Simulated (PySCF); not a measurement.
Work out the structure from these simulated measurements.

Formula: C4H8ClFSi2.

| Property | Result |
| --- | --- |
| Dipole | 0.98 D [CAM-B3LYP/def2-SVPD] |
| Rotational structure | rotational constants A, B, C: 1.612, 0.652, 0.500 GHz [GFN2-xTB] |
| Triplet | lowest triplet excitation (Tamm–Dancoff): 4.04 eV [TDA CAM-B3LYP/def2-SVPD] |
| NMR, other nuclei | isotropic shieldings of nuclei other than C and H, by class: 250 (1 F), 369 (1 Si), 440 (1 Si), 978 (1 Cl) ppm [GIAO PBE0/pcSseg-1] |
| UV, first state | lowest singlet excitation: 6.29 eV (197 nm, f = 0.340) [TDDFT CAM-B3LYP/def2-SVPD] |
| 13C NMR | chemical shifts (computed TMS as zero) by class: 186.6 (1 C), 145.4 (1 C), 142.0 (1 C), 120.0 (1 C) ppm [GIAO PBE0/pcSseg-1] |
| 1H NMR | chemical shifts (computed TMS as zero) by class: 6.61 (1 H), 6.34 (1 H), 6.32 (1 H), 6.02 (1 H), 5.31 (1 H), 4.24 (3 H) ppm [GIAO PBE0/pcSseg-1] |
| Polarisability | 116.3 au [CAM-B3LYP/def2-SVPD] |

Electronic properties: PySCF, gas phase, density fitting. Levels stand in brackets. Geometry: GFN2-xTB, one conformer, isolated molecule. NMR values are class means; diastereotopic atoms form classes of their own.

Question: What is the compound? Reason from the data.

Answer: Numbering: `[CH2:1]=[CH:2][Si@H:3]([Cl:4])/[C:5]([F:6])=[CH:7]/[SiH3:8]`. Its formula, C4H8ClFSi2, gives 2 degrees of unsaturation: 0 rings and 2 π bonds in the structure found. 4 carbons fall into 4 classes; from least to most shielded: vinylic C–F carbon [C5] (186.6 ppm), terminal =CH2 carbon [C1] (145.4 ppm), alkene CH carbon [C2] (142.0 ppm), alkene CH carbon [C7] (120.0 ppm). Hydrogen classes from least to most shielded: 1 H on a terminal =CH2 carbon, C1 (6.61 ppm), 1 H on an alkene CH carbon, C2 (6.34 ppm), 1 H on a terminal =CH2 carbon, C1 (6.32 ppm), 1 H on an alkene CH carbon, C7 (6.02 ppm), 1 H on a chlorine-bound silicon, Si3 (5.31 ppm), 3 H on an SiH3 silicon, Si8 (4.24 ppm, a mean of values up to 0.5 ppm apart in this geometry). The other shieldings belong to: 250 ppm, vinyl fluorine [F6]; 369 ppm, chlorine-bound silicon [Si3]; 440 ppm, SiH3 silicon [Si8]; 978 ppm, silicon-bound chlorine [Cl4]. The optimised geometry has point group C1 and is an asymmetric top. Structure: `C=C[Si@H](Cl)/C(F)=C/[SiH3]`. Computed isomers that give other values at the same levels: `C=C[Si@@]1(Cl)C[SiH2][C@@H]1F` (13C chemical shifts (computed TMS as zero) by class: 144.0 (1 C), 141.2 (1 C), 96.8 (1 C), 4.3 (1 C) ppm); `C=C[Si@@]1(Cl)C[SiH2][C@H]1F` (13C chemical shifts (computed TMS as zero) by class: 145.8 (1 C), 139.1 (1 C), 101.1 (1 C), 3.8 (1 C) ppm); `F[C@@H](Cl)C[SiH2]C#C[SiH3]` (13C chemical shifts (computed TMS as zero) by class: 117.0 (1 C), 115.2 (1 C), 112.0 (1 C), 29.9 (1 C) ppm). The assignments are read from this structure; whether some other isomer fits the data as well wasn't checked. The mirror image fits equally.

Conformer computed: `[CH2:1]=[CH:2][Si@H:3]([Cl:4])/[C:5]([F:6])=[CH:7]/[SiH3:8]`: C1–C2–Si3–Cl4 -137°, C2–Si3–C5–F6 -65°.
